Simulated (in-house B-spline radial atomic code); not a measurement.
Configurations of Si III (Si2+), with energies counted from [Ne] 3s2. All numbers are computed (non-relativistic CAM-B3LYP, spin-polarised, spherical fractional occupations; point nucleus) with a B-spline radial code for spherical atoms, not measured. Caution: exact exchange at fractional occupations of open shells leaves self-interaction of up to several eV. Shells without spins written out take the highest spin.

Occupations are held fixed; configurations that lie above the ionisation limit could autoionise.

```json
{"configuration": "[Ne] 3s1 3p1", "E - E(ref) (eV)": "8.3687", "highest orbital": "3p up", "its <r> (bohr)": "2.22"}
{"configuration": "[Ne] 3s(1 up, 0 down) 4f(1 up, 0 down)", "E - E(ref) (eV)": "26.743", "highest orbital": "4f up", "its <r> (bohr)": "6.232"}
{"configuration": "[He] 2s2 2p5 3s2 3p1", "E - E(ref) (eV)": "110.1", "highest orbital": "3p up", "its <r> (bohr)": "2.039"}
{"configuration": "[He] 2s2 2p5 3s2 4s1", "E - E(ref) (eV)": "122.68", "highest orbital": "4s up", "its <r> (bohr)": "4.125"}
{"configuration": "[He] 2s2 2p5 3s2 4p1", "E - E(ref) (eV)": "126.22", "highest orbital": "4p up", "its <r> (bohr)": "4.762"}
{"configuration": "[He] 2s(1 up, 0 down) 2p6 3s2 4p(0 up, 1 down)", "E - E(ref) (eV)": "166.01", "highest orbital": "4p down", "its <r> (bohr)": "4.794"}
```

Order these further configurations by energy, lowest first.
A. [He] 2s1 2p6 3s2 4f1
B. [He] 2s2 2p(2 up, 3 down) 3s2 4d(0 up, 1 down)
C. [He] 2s1 2p6 3s2 4p1
D. [He] 2s2 2p5 3s2 4f1
E. [He] 2s2 2p(2 up, 3 down) 3s2 3d(0 up, 1 down)

E (122.18 eV), B (129.64 eV), D (131.12 eV), C (165.96 eV), A (170.83 eV).

How far above the reference does [Ne] 3s1 4p1 lie?

22.415 eV; its least bound orbital is 4p up with <r> = 5.048 bohr.
